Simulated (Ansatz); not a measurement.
Frontier orbitals of `C[C](=S)[ZnH]`.

```xyz
8

C    -0.281   -0.002   -1.214
C     0.336   -0.174    0.120
S     1.757   -0.943    0.357
Zn   -0.104    0.316    1.947
H    -1.282   -0.447   -1.214
H    -0.434    1.065   -1.413
H     0.318   -0.444   -2.015
H    -0.310    0.629    3.431
```

Charge 0, multiplicity 1. For Zn the d shell is correlated and the shells below it are frozen. Scalar relativity is left out up to krypton. All single points use the PBE0-D4/def2-TZVP geometry. Basis def2-TZVPP, Ansatz 0.2.0.

```tsv
functional	HOMO (eV)	LUMO (eV)
HSE06 (plane-wave form)	-5.71	-2.68
```

Question: Give HOMO and LUMO (eV) with LDA (SPW92), PBE, revPBE, BLYP, r2SCAN, B97M-V, PBE0, B3LYP, r2SCANh, r2SCAN0, BHLYP, CAM-B3LYP, LC-ωPBE, ωB97X-V, ωB97M-V, HF. (Best estimate.)

Answer: The calculation gave: 
| functional | HOMO | LUMO |
| --- | --- | --- |
| LDA (SPW92) | -5.20 | -3.46 |
| PBE | -5.05 | -3.26 |
| revPBE | -4.98 | -3.18 |
| BLYP | -4.91 | -3.10 |
| r2SCAN | -5.22 | -3.13 |
| B97M-V | -5.28 | -3.06 |
| PBE0 | -6.11 | -2.30 |
| B3LYP | -5.92 | -2.50 |
| r2SCANh | -5.62 | -2.77 |
| r2SCAN0 | -6.23 | -2.24 |
| BHLYP | -7.08 | -1.22 |
| CAM-B3LYP | -7.38 | -1.14 |
| LC-ωPBE | -8.69 | -0.05 |
| ωB97X-V | -8.36 | -0.11 |
| ωB97M-V | -8.22 | -0.18 |
| HF | -8.61 | 1.19 |

B3LYP here is the variant with VWN-RPA as its local correlation; programs differ in this. LC-ωPBE has ω = 0.4 bohr⁻¹.
